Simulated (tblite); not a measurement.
Compound: C₄H₁₀O₂SeSi.
SMILES with atom numbers: `[CH2:1]=[CH:2][C@@H:3]([O:4][CH3:5])[O:6][SiH2:7][SeH:8]` (hydrogens: H9, H10 on C1; H11 on C2; H12 on C3; H13, H14, H15 on C5; H16, H17 on Si7; H18 on Se8)

Computed with GFN2-xTB (tblite), gas phase: L-BFGS steps from a force-field or distance-geometry start until the largest atomic force falls under 0.01 eV/Å.

Step 1: E = -726.7990 eV
```
atom  x, y, z in Å  |  force x, y, z in eV/Å
C1     -1.2415    2.3335    0.3920    0.446   0.002   0.142
C2     -0.1611    1.5630    0.3829   -0.472   0.880   0.305
C3     -0.1672    0.2043   -0.2098   -0.350   0.563   0.313
O4     -1.4920   -0.1598   -0.3800   -0.066  -0.637  -0.819
C5     -1.9714   -1.2131    0.4090   -0.287  -0.235   0.358
O6      0.5563    0.2765   -1.4176    1.337  -1.360   0.562
Si7     1.9927   -0.5488   -1.2903    0.164   0.099  -1.013
Se8     2.4965   -1.0011    0.9337    0.808  -0.703   0.156
H9     -1.1610    3.3031    0.8528   -0.273   0.094  -0.080
H10    -2.1896    2.0170   -0.0380    0.464   0.154   0.197
H11     0.7814    1.8610    0.8153    0.077   0.190   0.002
H12     0.4063   -0.4508    0.4659   -1.154  -0.124   0.168
H13    -1.7941   -0.9993    1.4769    0.208  -0.282  -0.196
H14    -1.5751   -2.2005    0.1100    0.080   0.346   0.203
H15    -3.0586   -1.2318    0.2831    0.132   0.044  -0.195
H16     1.9365   -1.8375   -1.9721   -0.208  -0.055   0.104
H17     3.1141    0.2111   -1.8388   -0.329   0.222   0.174
H18     3.5190   -2.1205    1.0130   -0.577   0.803  -0.382
```

Step 2: E = -727.0217 eV
```
atom  x, y, z in Å  |  force x, y, z in eV/Å
C1     -1.2309    2.3380    0.3974   -0.950   0.906   0.113
C2     -0.1723    1.5872    0.3934    1.110  -0.410  -0.017
C3     -0.1808    0.2309   -0.1947   -0.136  -0.540  -0.258
O4     -1.4953   -0.1820   -0.4083    0.205  -0.237  -0.392
C5     -1.9884   -1.2200    0.4266    0.654  -0.035  -0.619
O6      0.6072    0.2285   -1.4039   -0.846   0.035   0.934
Si7     1.9960   -0.5425   -1.3260    1.140  -0.932  -0.137
Se8     2.5240   -1.0252    0.9402    0.185  -0.065  -0.144
H9     -1.1701    3.3032    0.8488   -0.239   0.416   0.100
H10    -2.1731    2.0223   -0.0310    0.237   0.056   0.087
H11     0.7829    1.8669    0.8148    0.009   0.197   0.014
H12     0.3689   -0.4560    0.4716   -0.916   0.065   0.268
H13    -1.7872   -1.0095    1.4673    0.214  -0.041   0.354
H14    -1.5713   -2.1903    0.1157    0.003   0.131   0.246
H15    -3.0495   -1.2303    0.2767   -0.555  -0.004  -0.159
H16     1.9295   -1.8389   -1.9685   -0.131  -0.243  -0.018
H17     3.1021    0.2174   -1.8325    0.114   0.460  -0.032
H18     3.4995   -2.0934    1.0007   -0.099   0.244  -0.340
```

Step 3: E = -727.1094 eV
```
atom  x, y, z in Å  |  force x, y, z in eV/Å
C1     -1.2419    2.3524    0.4004    0.810  -0.321   0.107
C2     -0.1592    1.5871    0.3960   -0.750   0.499  -0.155
C3     -0.1866    0.2318   -0.1934    0.005  -0.551  -0.224
O4     -1.4935   -0.1913   -0.4213    0.135  -0.106  -0.289
C5     -1.9852   -1.2221    0.4236    0.330   0.164  -0.482
O6      0.6100    0.2159   -1.3883   -0.470  -0.060   0.693
Si7     2.0122   -0.5531   -1.3376    0.561  -0.645   0.203
Se8     2.5339   -1.0327    0.9401   -0.095   0.219  -0.221
H9     -1.1757    3.3085    0.8488   -0.223   0.679   0.222
H10    -2.1653    2.0245   -0.0279   -0.115  -0.034  -0.056
H11     0.7832    1.8711    0.8148    0.288   0.237   0.121
H12     0.3465   -0.4567    0.4768   -0.724  -0.036   0.379
H13    -1.7825   -1.0129    1.4692    0.171  -0.008   0.195
H14    -1.5701   -2.1861    0.1203    0.072  -0.092   0.164
H15    -3.0539   -1.2299    0.2728   -0.299  -0.019  -0.102
H16     1.9259   -1.8426   -1.9678   -0.108  -0.422  -0.129
H17     3.1003    0.2252   -1.8312    0.259   0.534  -0.109
H18     3.4930   -2.0829    0.9928    0.154  -0.039  -0.316
```

**Question.** Estimate the geometry and energy of step 4. (The exact step hangs on the optimiser's Hessian estimate; all steps are aligned on step 3, rigid shifts and turns removed.)

**Answer.** E = -727.2069 eV, largest force 0.729 eV/Å
```
atom  x, y, z in Å  |  force x, y, z in eV/Å
C1     -1.2375    2.3614    0.4058    0.543  -0.157   0.088
C2     -0.1605    1.5951    0.3959   -0.454   0.246  -0.098
C3     -0.1933    0.2271   -0.1935    0.090  -0.205  -0.070
O4     -1.4899   -0.2030   -0.4402   -0.053  -0.019  -0.204
C5     -1.9805   -1.2207    0.4154   -0.066   0.216  -0.161
O6      0.6089    0.2001   -1.3630    0.334  -0.325   0.278
Si7     2.0364   -0.5732   -1.3466   -0.204  -0.059   0.492
Se8     2.5424   -1.0364    0.9367   -0.333   0.455  -0.267
H9     -1.1854    3.3247    0.8522   -0.182   0.487   0.144
H10    -2.1594    2.0262   -0.0257   -0.093   0.001  -0.026
H11     0.7887    1.8794    0.8168    0.100   0.124   0.014
H12     0.3117   -0.4587    0.4891   -0.456  -0.153   0.548
H13    -1.7747   -1.0169    1.4726    0.089   0.035  -0.133
H14    -1.5669   -2.1843    0.1273    0.102  -0.234   0.077
H15    -3.0609   -1.2299    0.2672    0.054  -0.024  -0.038
H16     1.9203   -1.8538   -1.9695   -0.079  -0.564  -0.234
H17     3.1027    0.2423   -1.8316    0.226   0.471  -0.120
H18     3.4892   -2.0731    0.9793    0.384  -0.295  -0.289
```

The energy changes by -0.0975 eV. The first-order estimate −F·Δx gives -0.1359 eV and the mean of the old and new forces, exact on a quadratic surface, -0.0977 eV. The step makes an angle of 45° with the force vector and moves no atom by more than 0.037 Å.

What follows is the cost of the whole relaxation. On Arm Neoverse N1, one thread, shared host with 64 logical CPUs at a one-minute load of 60, this took 1.8 s wall.
